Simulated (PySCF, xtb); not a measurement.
C2H5ClGeO, SMILES [Cl][GeH]1[CH2]O[CH2]1.

GFN2-xTB in xtb at its own geometry gives an orbital gap of 5.20 eV and a dipole moment of 2.03 D.

Geometry: B3LYP-D3(BJ)/def2-SVP. The structure was generated by enumeration, and PubChem lists no compound with its InChIKey, so it may never have been made.

Task: What does HF/def2-TZVP run with PySCF give? (An estimate is asked for; the answer gives what the named calculation found.)

Result: gap 14.14 eV (levels -10.99 and 3.15 eV), dipole 1.23 D.
